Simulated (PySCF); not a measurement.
Bonds (- single, = double, # triple, : aromatic): C1-C2, C2-C3, C2-C4, C4-C5, C5-P6, P6-C7, P6-C4. C1 carries H8, H9, H10; C2 carries H11; C3 carries H12, H13, H14; C4 carries H15; C5 carries H16, H17; P6 carries H18; C7 carries H19, H20, H21. Formal charges: P6 +1. Stereochemistry as in CC(C)[C@@H]1C[P@@H+]1C.

Total charge +1. H16 is cis to C2 on the ring; H17 is trans to C2 on the ring.

Geometry: PBE0-D3(BJ)/def2-SVP; GIAO shifts from PySCF 2.14, gas phase, non-relativistic, averaged over equivalent atoms.

At PBE0/pcSseg-1 (196 basis functions, 24 s wall time on 1 thread of an Intel Xeon 6975P-C, shared host):
```
      atoms  δ (ppm)
         C4     35.0
         C2     33.7
         C3     24.8
         C1     22.5
         C5     13.9
         C7     -4.0
         P6   -171.7
        H18     4.48
        H17     2.56
        H15     2.36
H19/H20/H21     2.03
        H16     2.02
  H8/H9/H10     1.54
H12/H13/H14     1.39
        H11     1.00
```

Scale: ¹³C (184.41 ppm) and ¹H (31.27 ppm) vs TMS; H3PO4 for ³¹P (310.13 ppm) (reference shieldings calculated alike).

Q: Predict the values at PBE/pcSseg-1 on the same geometry.

A: 
| atoms | δ at PBE/pcSseg-1 | change |
| --- | --- | --- |
| C4 | 37.8 | +2.8 |
| C2 | 37.0 | +3.3 |
| C3 | 25.7 | +0.9 |
| C1 | 23.6 | +1.1 |
| C5 | 15.5 | +1.6 |
| C7 | -3.6 | +0.4 |
| P6 | -165.1 | +6.6 |
| H18 | 4.56 | +0.08 |
| H17 | 2.56 | +0.00 |
| H15 | 2.43 | +0.07 |
| H19/H20/H21 | 2.02 | -0.01 |
| H16 | 2.02 | +0.00 |
| H8/H9/H10 | 1.55 | +0.01 |
| H12/H13/H14 | 1.41 | +0.02 |
| H11 | 1.18 | +0.18 |

Referencing at the same level of theory: TMS for ¹³C (σ = 180.03 ppm), ¹H (σ = 31.20 ppm); ³¹P (σ = 295.64 ppm) vs H3PO4.

The largest change is at P6 (phosphorus bonded to 3 C, H, in a 3-membered ring). Cost: 196 basis functions, 32 s wall time on 1 thread of an Intel Xeon 6975P-C, shared host. The order of the carbon signals is the same at both levels.

Experimental scales use liquid or dissolved standards, which lie at an offset from isolated H3PO4.
